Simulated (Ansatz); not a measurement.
The cluster Cu₂H. Charge 0, multiplicity 2. Geometry PBE-D4/def2-TZVP, that of the charge +1 singlet; atoms count from 1.

Cartesian coordinates in Å:
```
Cu -1.1399 -0.1277 0.5071
Cu 1.2210 -0.2851 0.0268
H -0.0811 0.4128 -0.5339
```

The structure comes from a short search, and lower isomers may exist.

**Question.** Estimate the Mulliken populations from the PBE0/def2-TZVP orbitals of Ansatz.

**Answer.** 
| atom | charge (e) | spin (α − β) | d electrons |
| --- | --- | --- | --- |
| Cu1 | -0.02 | 0.53 | 9.86 |
| Cu2 | -0.02 | 0.53 | 9.86 |
| H3 | 0.04 | -0.06 | – |
Mulliken values depend strongly on the basis.

**Question.** Where does the spin sit?

**Answer.** Summed by element: Cu 1.06, H -0.06, of 1 unpaired in all. Largest on single atoms: Cu1 0.53, Cu2 0.53, H3 -0.06.

**Question.** And the Mayer bond orders between heavy atoms (over 0.3)?

**Answer.** Cu1–Cu2 0.54 (2.41 Å).
